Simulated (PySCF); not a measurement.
CCrO, SMILES [O+]#[C-]->[Cr] (connectivity only; charge and spin as stated), neutral, multiplicity 7. Atoms are numbered in the order given.

```xyz
3

Cr     0.0302     1.0168     0.0000
O      0.2062    -2.1588     0.0000
C     -0.3958    -1.1887     0.0000
```
Charge 0, spin multiplicity 7.

Geometry optimised at B3LYP-D3(BJ)/def2-TZVP. The multiplicity is an assumed one; other spin states were not compared.

The numbers are results of TDA-PBE/def2-TZVPD (PySCF 2.14.0), not measurements.

Vertical excitations. Isolated molecule, no solvent.

List the lowest excited states. (The exact figures need the calculation; the answer reports its results.)


```tsv
state	energy (eV)	λ (nm)	f	main pairs
root 1	1.52	816	0.008	α HOMO→LUMO 98 %
root 2	1.93	643	0.045	α HOMO→LUMO+1 81 %
root 3	2.19	566	0.000	α HOMO−1→LUMO 94 %
root 4	2.19	565	0.000	α HOMO−2→LUMO 91 %
root 5	2.32	534	0.020	α HOMO−3→LUMO 94 %
root 6	2.35	528	0.000	α HOMO−4→LUMO 60 %, α HOMO−2→LUMO+1 35 %
root 7	2.40	517	0.001	α HOMO−1→LUMO+1 77 %
root 8	2.42	512	0.002	α HOMO−2→LUMO+1 59 %, α HOMO−4→LUMO 34 %
root 9	2.44	509	0.006	α HOMO−5→LUMO 46 %, α HOMO−4→LUMO+1 37 %, α HOMO−1→LUMO+1 12 %
root 10	2.56	484	0.034	α HOMO−3→LUMO+1 84 %
```
Unrestricted roots are not spin-pure.
